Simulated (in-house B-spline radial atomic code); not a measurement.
Inner levels of lead as electrons are removed. A shift is the extra binding of the orbital against the neutral atom ([Xe] 4f14 5d10 6s2 6p1/2(2)). The density at the nucleus is averaged over the nuclear charge. Computed with a B-spline radial code for spherical atoms: Dirac-Hartree-Fock, jj configuration that fills j = l - 1/2 first, finite nuclei.

A number in brackets counts the electrons of a j subshell.

```csv
ion,configuration,shift of 3d5/2 (eV),shift of 4p1/2 (eV),shift of 4d5/2 (eV),radius of 3d5/2 (bohr),radius of 4p1/2 (bohr),radius of 4d5/2 (bohr),Σ<r²> (bohr²),change of density at nucleus (bohr⁻³)
Pb22+,[Kr] 4d10 4f5/2(6) 4f7/2(7) 5s1,558.27,538.68,533.16,0.16169,0.38235,0.4245,7.4673,-1168.82
Pb23+,[Kr] 4d10 4f5/2(6) 4f7/2(7),595.86,574.27,568.48,0.16166,0.38196,0.42347,6.7734,-3744.9
Pb24+,[Kr] 4d10 4f5/2(6) 4f7/2(6),651.85,625.43,615.82,0.16157,0.38037,0.42045,6.4416,-3578.33
Pb25+,[Kr] 4d10 4f5/2(6) 4f7/2(5),709.33,677.62,664.12,0.16148,0.37874,0.41742,6.1274,-3400.42
Pb26+,[Kr] 4d10 4f5/2(6) 4f7/2(4),768.29,730.82,713.38,0.16138,0.37707,0.41439,5.8292,-3210.74
Pb27+,[Kr] 4d10 4f5/2(6) 4f7/2(3),828.7,785,763.57,0.16127,0.37536,0.41137,5.5457,-3009.73
Pb28+,[Kr] 4d10 4f5/2(6) 4f7/2(2),?,?,?,?,?,?,?,?
Pb29+,[Kr] 4d10 4f5/2(6) 4f7/2(1),?,?,?,?,?,?,?,?
Pb30+,[Kr] 4d10 4f5/2(6),1018.51,953.22,919.66,0.16089,0.37004,0.40238,4.7732,-2337.7
```

Task: Fill in the row of Pb28+.

Result: shift of 3d5/2 (eV): 890.56; shift of 4p1/2 (eV): 840.14; shift of 4d5/2 (eV): 814.69; radius of 3d5/2 (bohr): 0.16115; radius of 4p1/2 (bohr): 0.37361; radius of 4d5/2 (bohr): 0.40836; Σ<r²> (bohr²): 5.2759; change of density at nucleus (bohr⁻³): -2797.22.

Task: Fill in the row of Pb29+.

Result: shift of 3d5/2 (eV): 953.83; shift of 4p1/2 (eV): 896.21; shift of 4d5/2 (eV): 866.73; radius of 3d5/2 (bohr): 0.16102; radius of 4p1/2 (bohr): 0.37184; radius of 4d5/2 (bohr): 0.40537; Σ<r²> (bohr²): 5.0187; change of density at nucleus (bohr⁻³): -2573.2.
